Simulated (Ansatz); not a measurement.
A nudged elastic band was laid between two geometries of C2H11ClSi3 (17 atoms, charge 0, multiplicity 1).

Computed with RKS PBE0-D4/STO-3G (Ansatz).

| Item | Value |
| --- | --- |
| movable images | 5 |
| climbing image | yes |
| spring | 5.0 eV/Å² |
| optimiser | quadratic models (default) |
| start path | through a guess of the saddle point |
| force threshold | 0.05 eV/Å |
| iteration limit | 60 |
| end points | relaxed |

First end point:

```xyz
17
Properties=species:S:1:pos:R:3
C 0.112 -1.883 -0.664
Si 0.844 -0.451 0.291
C 1.206 -0.957 2.055
Si -0.566 1.314 0.251
Si -1.176 2.030 -1.795
Cl -2.317 0.759 1.311
H 0.782 -2.747 -0.648
H -0.844 -2.196 -0.234
H -0.065 -1.618 -1.711
H 2.077 -0.044 -0.350
H 0.285 -1.218 2.585
H 1.867 -1.829 2.084
H 1.693 -0.149 2.609
H -0.026 2.419 1.019
H -1.732 0.948 -2.570
H -0.010 2.529 -2.485
H -2.149 3.092 -1.707
```

Last end point:

```xyz
17
Properties=species:S:1:pos:R:3
C -0.217 -2.536 0.284
Si 0.470 -0.848 -0.136
C 1.598 -0.243 1.232
Si -1.205 0.640 -0.426
Si -0.568 2.742 -0.923
Cl -2.452 -0.073 -1.985
H 0.586 -3.275 0.368
H -0.758 -2.522 1.235
H -0.910 -2.882 -0.489
H 1.237 -0.937 -1.358
H 1.064 -0.151 2.182
H 2.429 -0.939 1.385
H 2.026 0.736 0.994
H -2.072 0.659 0.735
H 0.253 2.764 -2.109
H 0.210 3.264 0.176
H -1.710 3.599 -1.126
```

Problem. What changes between the two ends?

Solution. No bond is made or broken. The dihedral C1–Si2–Si4–Si5 goes from -56 to 179°.

Problem. What energy profile does the band end with?

Solution. The run converged. The highest image is number 3 of 0 to 6, 0.8 kcal/mol above the first end and 0.5 kcal/mol above the last; the last end lies 0.2 kcal/mol above the first. A vibrational analysis at the climbing image gives no mode beyond 40i cm⁻¹: the surface is too flat there to confirm a saddle point. Limits of this set-up: minimal basis.

```
image  path coordinate (Å)  energy (kcal/mol)  dihedral C1–Si2–Si4–Si5 (°)
    0                 0.00                0.0                          -56
    1                 1.36                0.2                          -77
    2                 2.71                0.6                          -97
    3                 4.07                0.8                         -118
    4                 5.42                0.6                         -139
    5                 6.77                0.3                         -159
    6                 8.12                0.2                          179
```

Problem. What is the geometry of the highest image?

Solution. 
```xyz
17
Properties=species:S:1:pos:R:3
C -0.180 -2.327 -0.145
Si 0.595 -0.641 0.085
C 1.573 -0.588 1.682
Si -0.980 0.986 0.079
Si -0.780 2.500 -1.576
Cl -2.890 0.079 -0.082
H 0.588 -3.107 -0.168
H -0.871 -2.562 0.670
H -0.743 -2.382 -1.082
H 1.501 -0.391 -1.015
H 0.929 -0.771 2.547
H 2.355 -1.353 1.681
H 2.056 0.383 1.824
H -1.022 1.662 1.361
H -0.797 1.850 -2.863
H 0.484 3.183 -1.429
H -1.838 3.479 -1.528
```

The run took 2.4 min on 1 thread of Arm Neoverse V2 (shared host), peak memory 0.16 GiB.
